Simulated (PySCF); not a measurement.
Coordinates in bohr (charge 0 multiplicity 2):
```
Ga    1.0398    0.0066    0.0000
Cl   -1.0198   -0.0065    3.5803
Cl   -1.0198   -0.0065   -3.5803
```

Computed with PySCF, UPBE, basis Ga def2-TZVP, Cl def2-TZVP (no relativity, density fitting).

This geometry of GaCl2 is a stationary point at this level.

**Question.** What is the point group?

**Answer.** C2v.

**Question.** Is it a minimum?

**Answer.** Yes: all harmonic wavenumbers are real.

**Question.** List the harmonic modes with their infrared intensities.

**Answer.** 
```csv
symmetry,ω (cm⁻¹),IR (km/mol),type
a1,106,3.5,bend
a1,347,18.8,stretch
b2,398,90.9,stretch
```

**Question.** What are the dipole moment and the gap between the highest occupied and lowest empty levels of either spin?

**Answer.** 1.61 D and 1.02 eV.

In C2v the vibrations span 2a1 + b2. Here b1 is antisymmetric to the molecular plane and b2 lies in it.

This need not be the most stable arrangement of these atoms.
